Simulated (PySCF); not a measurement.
Si(OH)2(SH)2 (H4O2S2Si), SMILES O[Si](O)(S)S. Atoms are numbered in the order given.

```xyz
9

O      1.5017    -0.8706     0.7635
Si     0.1780    -0.3266    -0.0633
O     -0.1518    -1.4857    -1.2023
S     -1.6172    -0.0924     1.0924
S      0.6951     1.6105    -0.8088
H      1.5138    -1.8174     0.9559
H     -0.8716    -1.3118    -1.8206
H     -1.1648     0.9935     1.7606
H      1.9862     1.2702    -1.0366
```
Charge 0, spin multiplicity 1.

The structure is a stationary point at B3LYP-D3(BJ)/def2-SVP. Other conformers were not sampled.

Calculation: PySCF with TDDFT-LC-ωPBE/def2-SVPD.

Vertical excitations. Gas-phase values at a fixed geometry.

Computed excitation energies, oscillator strengths and character:
| state | energy (eV) | λ (nm) | f | main pairs |
|---|---|---|---|---|
| S1 | 6.48 | 191 | 0.001 | HOMO−1→LUMO+1 35 %, HOMO−1→LUMO+4 26 %, HOMO−1→LUMO+5 6 %, HOMO−1→LUMO 6 % |
| S2 | 6.59 | 188 | 0.001 | HOMO→LUMO+5 34 %, HOMO→LUMO+4 22 %, HOMO→LUMO+3 16 %, HOMO→LUMO+6 6 % |
| S3 | 7.22 | 172 | 0.029 | HOMO→LUMO 42 %, HOMO→LUMO+1 25 % |
| S4 | 7.28 | 170 | 0.090 | HOMO−1→LUMO 53 %, HOMO−1→LUMO+2 13 % |
| S5 | 7.92 | 156 | 0.025 | HOMO→LUMO 23 %, HOMO→LUMO+1 19 %, HOMO→LUMO+5 17 %, HOMO→LUMO+4 10 % |
| S6 | 8.13 | 153 | 0.028 | HOMO−2→LUMO+1 15 %, HOMO−1→LUMO+3 11 %, HOMO−2→LUMO+4 10 %, HOMO−1→LUMO+9 8 % |
| S7 | 8.29 | 150 | 0.021 | HOMO→LUMO+8 13 %, HOMO→LUMO+9 10 %, HOMO→LUMO+6 9 %, HOMO→LUMO+7 6 % |
| S8 | 8.36 | 148 | 0.046 | HOMO−2→LUMO 46 %, HOMO−1→LUMO+8 7 % |
| S9 | 8.48 | 146 | 0.020 | HOMO−1→LUMO+2 19 %, HOMO−1→LUMO+8 10 %, HOMO−1→LUMO+1 10 %, HOMO−2→LUMO 8 % |
| S10 | 8.53 | 145 | 0.075 | HOMO−1→LUMO+2 20 %, HOMO−1→LUMO+7 11 %, HOMO−2→LUMO+1 8 %, HOMO−2→LUMO 7 % |
| T1 | 5.98 | 207 | 0 | HOMO−1→LUMO+1 31 %, HOMO−1→LUMO+4 24 %, HOMO−1→LUMO+2 6 %, HOMO−1→LUMO+5 6 % |
| T2 | 6.06 | 205 | 0 | HOMO→LUMO+5 34 %, HOMO→LUMO+4 20 %, HOMO→LUMO+3 17 %, HOMO→LUMO+6 6 % |
| T3 | 6.70 | 185 | 0 | HOMO→LUMO 30 %, HOMO→LUMO+1 30 % |
| T4 | 6.77 | 183 | 0 | HOMO−1→LUMO 45 %, HOMO−1→LUMO+2 15 %, HOMO−1→LUMO+11 10 % |
Triplets are in the Tamm–Dancoff approximation, which puts them higher than full response would, so one can lie above its singlet here.
